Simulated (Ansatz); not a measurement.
```yaml
crystal:
  periodic: [false, false, false]
  atoms:
    - {symbol: C, position_ang: [-0.382785, 1.780871, -1.474963]}
    - {symbol: O, position_ang: [0.728810, 1.274329, -0.803927]}
    - {symbol: Au, position_ang: [0.475934, -0.284385, 0.340120]}
    - {symbol: N, position_ang: [0.333460, -1.935397, 1.583680]}
    - {symbol: H, position_ang: [-0.837910, 1.063708, -2.176299]}
    - {symbol: H, position_ang: [-1.181315, 2.130530, -0.801610]}
    - {symbol: H, position_ang: [-0.057597, 2.647911, -2.066686]}
    - {symbol: H, position_ang: [0.414339, -1.668804, 2.559602]}
    - {symbol: H, position_ang: [-0.559391, -2.401373, 1.460169]}
    - {symbol: H, position_ang: [1.066444, -2.607390, 1.379925]}
basis:
  gaussian: {orbitals: def2-TZVPPP}
total_charge: -1
magnetization: {spin_polarized: true, initial_magnetization: 1}
hamiltonian: {xc: {name: SPW92}}
accuracy: high
```

```sh
$ ansatz run in.yaml --threads 4 --pin off --events-out ev --progress --plain --max-ram 10444MiB
```

**Question.** How does Ansatz answer? (Estimate.)

**Answer.** Computed: The input was rejected before any iteration.
```
Error: <dir> can't be read: No such file or directory (os error 2)
```
